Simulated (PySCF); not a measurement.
Several structures and their simulated spectra, in scrambled order.

A. SMILES CC1=C(C)P1C1CC1
B. SMILES O=C/C(=C/[SiH2]OC)[SiH2]Cl
C. SMILES CC(C)[P@]1(=O)C=C1C(F)(F)F

Spectrum 1. ¹H NMR (500 MHz, computed): δ 9.66 (s, 1H), 7.74 (t, 1H), 5.58 (s, 2H), 5.32 (d, 2H), 3.87 (s, 3H). ¹³C{¹H} NMR (computed): δ 201.3 (CH), 174.7 (CH), 165.7 (C), 53.2 (CH3).

Spectrum 2. ¹H NMR (500 MHz, computed): δ 2.52 (m, 6H), 0.41 (m, 2H), 0.16 (m, 2H), -0.54 (m, 1H). ¹³C{¹H} NMR (computed): δ 133.7 (C), 20.0 (CH), 15.0 (CH3), 3.2 (CH2).

Spectrum 3. ¹H NMR (500 MHz, computed): δ 9.19 (m, 1H), 2.83 (m, 1H), 1.60 (m, 3H), 0.68 (m, 3H). ¹³C{¹H} NMR (computed): δ 175.9 (C), 169.2 (CH), 130.1 (C), 37.7 (CH), 21.3 (CH3), 18.5 (CH3).

- σ from GIAO-PBE0/pcSseg-1
- geometry from GFN2-xTB
- code: PySCF 2.14.0 with density-fitted response routines
- fast rotation and ring inversion assumed for equivalent nuclei, single conformer, no solvent, relativity neglected

References, each an isolated molecule treated in the same way: ¹H (σ = 31.72 ppm) and ¹³C (σ = 186.93 ppm) against TMS. Splittings of carbon signals by F and P are missing where no couplings were computed. Where no couplings were computed, multiplicities follow the n + 1 count of equivalent neighbours, and m marks all less simple cases (inequivalent or close neighbours, rings, F or P nearby). Shifts are as computed. Against solution values, carbons near 30 ppm lie about +3 ppm off and those near 130 ppm about +5 ppm. Of 1211 compounds with measured shifts, 218 miss one by over three times the rms of a fit or turn the order of signals round; such compounds aren't used in these exercises.

Which spectrum belongs to which compound?

Answers

1–B, 2–A, 3–C.

- Spectrum 1 (B): 4 ¹³C signals; δC 201.3 is an aldehyde carbonyl carbon; δC 174.7 is a β carbon of a C=C–C=O unit.
- Spectrum 2 (A): 4 ¹³C signals; δC 133.7 is a fully substituted alkene carbon; δC 20.0 is a three-membered-ring carbon.
- Spectrum 3 (C): 6 ¹³C signals; δC 130.1 is a CF3 carbon; δC 21.3 is a methyl carbon.
